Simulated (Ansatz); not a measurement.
`O=C=[N][SnH2][Cl]` + HBr → `[Cl][SnH2][Br]` + `N=C=O` at 600 K and 1 bar (ligand exchange at the Sn–N bond).

Isolated molecules relaxed with PBE0-D4/def2-TZVP in Ansatz; ΔE leaves out vibrations. CBS: MP2 limit from def2 TZ/QZ plus the TZ coupled-cluster correction, frozen cores. This one scheme is used for every species. Elements past krypton have def2 core potentials. For Br, Sn outer-core shells are correlated without core-valence functions, which leaves a few kJ/mol of doubt a bond. Scalar relativity is left out up to krypton. One conformer a species, not always the lowest.

```json
{"species": "`O=C=[N][SnH2][Cl]`", "CCSD(T)/CBS energy (Eh)": "-842.98343", "H − E (kJ/mol)": "128.5", "S (J/(mol·K))": "450.6"}
{"species": "HBr", "CCSD(T)/CBS energy (Eh)": "-2573.91920", "H − E (kJ/mol)": "33.5", "S (J/(mol·K))": "219.1"}
{"species": "`[Cl][SnH2][Br]`", "CCSD(T)/CBS energy (Eh)": "-3248.40375", "H − E (kJ/mol)": "82.5", "S (J/(mol·K))": "389.3"}
{"species": "`N=C=O`", "CCSD(T)/CBS energy (Eh)": "-168.51995", "H − E (kJ/mol)": "83.3", "S (J/(mol·K))": "274.5"}
```

H − E and S are ideal-gas, rigid-rotor, harmonic terms from PBE0-D4/def2-TZVP, for one conformer and one mirror image of each species. 1 Eh = 2625.50 kJ/mol, R = 8.31446 J/(mol·K).

Task: By hand: ΔE, ΔH, ΔS and ΔG.

Result: ΔE = (-3248.40375) + (-168.51995) − (-842.98343) − (-2573.91920) = -0.02107 Eh = -55.3 kJ/mol. Δ(H − E) = 82.5 + 83.3 − 128.5 − 33.5 = 3.8, so ΔH = -51.5 kJ/mol. ΔS = 389.3 + 274.5 − 450.6 − 219.1 = -5.9 J/(mol·K). ΔG = -51.5 − 600 × (-5.9)/1000 = -48.0 kJ/mol.

Task: By hand: the equilibrium constant, and the temperature at which ΔG would vanish if ΔH and ΔS stayed fixed.

Result: log₁₀ K = −ΔG/(RT ln 10) = 4.2. ΔG = 0 at ΔH/ΔS = 8729 K, far beyond where these terms or the molecules hold.

The number of gas molecules stays the same, so ΔS is small and ΔH decides. A doubt of 5 kJ/mol in ΔE shifts log₁₀ K by 0.4 here. Other conformers and mirror images would add mixing entropy, several J/(mol·K) or more a flexible species. Modes under 60 cm⁻¹, often nearly free rotors, make the harmonic entropy too high. These are equilibria of isolated gas molecules and say nothing of rates. Largest T1 diagnostic: 0.018 (customary marks: 0.02 for closed shells, 0.045 for open ones).
